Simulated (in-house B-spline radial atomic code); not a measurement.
Configurations of Cs⁷⁺, with energies counted from [Kr] 4d10 5s2. All numbers are computed (Dirac-Hartree-Fock, average of configuration; Fermi nucleus of rms radius 4.8041 fm) with a radial B-spline atomic code at the basis-set limit, not measured. Energies include first-order Breit, QED and recoil terms.

Occupations are held fixed; configurations that lie above the ionisation limit could autoionise.

| configuration | E - E(ref) (eV) | highest orbital | its <r> (bohr) |
| --- | --- | --- | --- |
| [Kr] 4d10 5s1 (6d5/2)1 | 67.434 | 6d5/2 | 3.695 |
| [Ar] 3d10 4s2 (4p1/2)2 (4p3/2)3 4d10 5s2 (8f7/2)1 | 252.29 | 8f7/2 | 9.416 |
| [Ar] 3d10 4s2 (4p1/2)2 (4p3/2)3 4d10 5s2 (9g7/2)1 | 257.45 | 9g7/2 | 13.68 |
| [Ar] (3d3/2)3 (3d5/2)6 4s2 4p6 4d10 5s2 (7f5/2)1 | 819.03 | 7f5/2 | 6.791 |
| [Ar] (3d3/2)3 (3d5/2)6 4s2 4p6 4d10 5s2 (7g9/2)1 | 822.64 | 7g9/2 | 7.753 |
| [Ar] (3d3/2)3 (3d5/2)6 4s2 4p6 4d10 5s2 (9g7/2)1 | 829.79 | 9g7/2 | 13.69 |

Q: Order these further configurations by energy, lowest first.
A. [Kr] (4d3/2)4 (4d5/2)5 5s2 (6d3/2)1
B. [Kr] (4d3/2)3 (4d5/2)6 5s2 (8g9/2)1
C. [Ar] (3d3/2)3 (3d5/2)6 4s2 4p6 4d10 5s2 (9p3/2)1
D. [Ar] 3d10 4s2 (4p1/2)1 (4p3/2)4 4d10 5s2 (7d5/2)1
E. [Kr] (4d3/2)3 (4d5/2)6 5s2 (7f5/2)1

A: A (131.29 eV), E (153.77 eV), B (161.44 eV), D (254.6 eV), C (823.6 eV).

Q: How far above the reference does [Ar] (3d3/2)3 (3d5/2)6 4s2 4p6 4d10 5s2 (9d5/2)1 lie?

A: 825.63 eV; its least bound orbital is 9d5/2 with <r> = 10.52 bohr.

Q: How far above the reference does [Kr] 4d10 5s1 (9f5/2)1 lie?

A: 96.011 eV; its least bound orbital is 9f5/2 with <r> = 12.49 bohr.
